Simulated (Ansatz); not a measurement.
Geometry optimisation, Ansatz 0.2.0, RKS B3LYP-D4/6-31G*.

Input:

```yaml
crystal:
  periodic: [false, false, false]
  atoms:
    - { symbol: B, position_ang: [-0.322178, 0.630956, -0.361548] }
    - { symbol: "N", position_ang: [-0.284823, -0.161326, 2.274992] }
    - { symbol: H, position_ang: [-0.808365, -0.515908, 3.075053] }
    - { symbol: H, position_ang: [0.69977, -0.183226, 2.538962] }
    - { symbol: H, position_ang: [0.784834, 0.177184, -0.344933] }
    - { symbol: "N", position_ang: [-1.333089, -0.072502, -1.023002] }
    - { symbol: H, position_ang: [-1.195361, -1.019071, -1.351386] }
    - { symbol: H, position_ang: [-2.294583, 0.236341, -1.091061] }
    - { symbol: P, position_ang: [-0.593157, 2.470706, 0.116506] }
    - { symbol: H, position_ang: [-1.84291, 2.392678, 0.801821] }
    - { symbol: H, position_ang: [0.209337, 2.576686, 1.286399] }
    - { symbol: H, position_ang: [-0.524775, 0.841883, 2.179898] }
basis:
  gaussian: { orbitals: "6-31G*" }
hamiltonian:
  xc: b3lyp
  dispersion: d4
relax:
  f_tol: 0.03
  max_steps: 50
```

Run as:

```bash
$ ansatz run input.yaml --threads 1 --pin off --max-ram 2048MiB --backend cpu --events-out ev --progress --plain --runs-dir out
```

Where does it end, and by what steps?

It converged. The force dipped under the threshold on the way, but the program's further checks kept it going. After 12 steps the energy has fallen by 0.096 eV; H12 moved furthest, 0.67 Å.

| step | energy less start (eV) | largest force component (eV/Å) | accepted |
| --- | --- | --- | --- |
| 0 | 0.0000 | 0.818 | yes |
| 1 | -0.0706 | 0.410 | yes |
| 2 | -0.0811 | 0.622 | yes |
| 3 | -0.0460 | 1.475 | no |
| 4 | -0.0909 | 0.217 | yes |
| 5 | -0.0924 | 0.058 | yes |
| 6 | -0.0940 | 0.026 | yes |
| 7 | -0.0945 | 0.029 | yes |
| 8 | -0.0946 | 0.129 | yes |
| 9 | -0.0952 | 0.049 | yes |
| 10 | -0.0955 | 0.023 | yes |
| 11 | -0.0957 | 0.054 | yes |
| 12 | -0.0959 | 0.024 | yes |

```xyz
12
Properties=species:S:1:pos:R:3
B -0.315 0.668 -0.460
N -0.332 -0.164 2.456
H -0.531 -0.871 3.164
H 0.682 -0.067 2.425
H 0.767 0.165 -0.386
N -1.353 -0.047 -1.056
H -1.253 -1.016 -1.326
H -2.300 0.295 -1.145
P -0.493 2.561 -0.061
H -1.824 2.570 0.453
H 0.134 2.562 1.217
H -0.687 0.718 2.821
```

Whether the end is a true minimum wasn't checked by a vibrational analysis.

Time of the run: 51 s on 1 thread of Arm Neoverse V1, with other jobs on the host, peak memory 0.16 GiB.
